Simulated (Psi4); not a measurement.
Psi4 input (wB97X-D/6-311+G**):

```
memory 1500 MB

molecule {
1 1
Si   -0.00516600    0.00120900    0.00336700
O     1.38196900   -0.56400300   -0.38810600
F    -0.70509900   -0.24961000    1.34259800
F    -0.73755000    0.87443300   -1.01424800
H     2.00041200   -1.12830800    0.10256600
symmetry c1
no_reorient
no_com
}

set {
  basis 6-311+G**
  reference rks
  scf_type pk
  dft_radial_points 99
  dft_spherical_points 590
  e_convergence 1e-8
  d_convergence 1e-7
  maxiter 150
}

e = energy('wb97x-d')
print_out(f'\nFINAL {e:.10f} DIPOLE {variable("CURRENT DIPOLE")[0]:.6f} {variable("CURRENT DIPOLE")[1]:.6f} {variable("CURRENT DIPOLE")[2]:.6f}\n')
```

From the output:

```
      21A     -0.256935    22A     -0.214274    23A     -0.105924
      24A     -0.082352    25A     -0.061317    26A     -0.058984
      27A     -0.040957    28A      0.000181    29A      0.018220
      30A      0.060595    31A      0.064714    32A      0.095616
      33A      0.105809    34A      0.126800    35A      0.139898
      36A      0.151187    37A      0.169946    38A      0.181168
      39A      0.196224    40A      0.200946    41A      0.227405
      42A      0.246136    43A      0.286966    44A      0.352898
      45A      0.395554    46A      0.403494    47A      0.413228
      48A      0.414675    49A      0.698068    50A      0.722287
      51A      0.790237    52A      0.853543    53A      0.877083
      54A      0.969022    55A      0.984572    56A      1.011306
      57A      1.030113    58A      1.110106    59A      1.155377
      60A      1.187264    61A      1.193027    62A      1.198020
      63A      1.221672    64A      1.239471    65A      1.319951
      66A      1.522827    67A      1.814860    68A      1.864244
      69A      1.887943    70A      2.360694    71A      2.643998
      72A      2.755760    73A      2.874432    74A      3.184608
      75A      3.559658    76A      3.562820    77A      3.564529
      78A      3.569154    79A      3.600375    80A      3.619483
      81A      3.625339    82A      3.649974    83A      3.727914
      84A      3.949354    85A      4.128174    86A      4.750564
      87A      4.832880    88A      5.279276    89A      5.491217
      90A      6.076410    91A      6.128335    92A      6.137210
      93A      6.142480    94A      6.164287    95A      6.207494
      96A     11.007930    97A     11.369473    98A     11.394968
      99A     49.686058   100A     66.636781   101A     66.647803
     102A    140.930564

    Final Occupation by Irrep:
              A
    DOCC [    20 ]
    NA   [    20 ]
    NB   [    20 ]

  @RKS Final Energy:  -564.81069004427627

   => Energetics <=

    Nuclear Repulsion Energy =            180.7187955034609104
    One-Electron Energy =               -1132.0366447794069700
    Two-Electron Energy =                 422.8287296164104987
    DFT Exchange-Correlation Energy =     -36.3209075796812400
    Empirical Dispersion Energy =          -0.0006628050595434
    VV10 Nonlocal Energy =                  0.0000000000000000
    Total Energy =                       -564.8106900442763845

Computation Completed

Properties will be evaluated at   0.000000,   0.000000,   0.000000 [a0]

Properties computed using the SCF density matrix

 Multipole Moments:

 ------------------------------------------------------------------------------------
     Multipole            Electronic (a.u.)      Nuclear  (a.u.)        Total (a.u.)
 ------------------------------------------------------------------------------------

 L = 1.  Multiply by 2.5417464519 to convert [e a0] to [Debye]
 Dipole X            :          0.9147766           -0.0000019            0.9147747
 Dipole Y            :         -0.6553331            0.0000019           -0.6553312
 Dipole Z            :          0.3437329            0.0000113            0.3437442
 Magnitude           :                                                    1.1766188

 ------------------------------------------------------------------------------------

FINAL -564.8106900443 DIPOLE 0.914775 -0.655331 0.343744

*** Psi4 exiting successfully. Buy a developer a beer!
```

The dipole moment of an ion depends on the origin.

The geometry given is a B3LYP-D3(BJ)/def2-TZVP minimum.
